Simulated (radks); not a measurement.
Results of a calculation; reference values are marked as such.
Dynamic dipole polarisability and lines of the chlorine ion Cl6+, [Ne] 3s1. Level of theory: non-relativistic Kohn-Sham, PBE, spin-polarised, spherical densities, point nucleus; open shells are filled with parallel spins first (a radial shooting solver on a logarithmic mesh with Libxc functionals). Time-dependent linear response with the Hartree and adiabatic LDA kernel, continuum included through the Sternheimer equations. Lines are the poles of the dipole polarisability below minus the highest occupied eigenvalue, found on a grid refined at the orbital gaps; the lowest seven at most are given, and weak or close lines can be missed. The first line takes the name of the lowest orbital gap if no other gap lies below it; otherwise a line is named after a gap within 0.6 % of it, if that gap stands alone.

| photon energy (eV) | alpha (bohr^3) |
|---|---|
| 0 | 1.792 |
| 5.268 | 2.003 |
| 15.804 | 154.0 |
| 26.341 | -0.8816 |
| 36.877 | -0.2862 |
| 47.413 | -0.09229 |

Lines (eV, oscillator strength): 15.892 (78.01 nm, 3s-3p), f = 0.581; 61.911 (20.03 nm, unassigned), f = 0.109; 81.054 (15.30 nm, 3s-5p), f = 0.0357; 89.929 (13.79 nm, 3s-6p), f = 0.0167; 94.890 (13.07 nm, 3s-7p), f = 0.00933. Higher lines, where found, are left out when the end of the mesh affects them. Those listed give 97 % of the static polarisability (sum of f/w^2). Orbital energy gaps for comparison: 3s-3p 14.840 eV; 3s-4p 62.517 eV; 3s-5p 81.265 eV; 3s-6p 90.035 eV; 3s-7p 94.952 eV. At laser wavelengths: 1550 nm 1.796, 1064 nm 1.801, 780 nm 1.809, 532 nm 1.830, 355 nm 1.879, 266 nm 1.953, 193 nm 2.125 bohr^3.
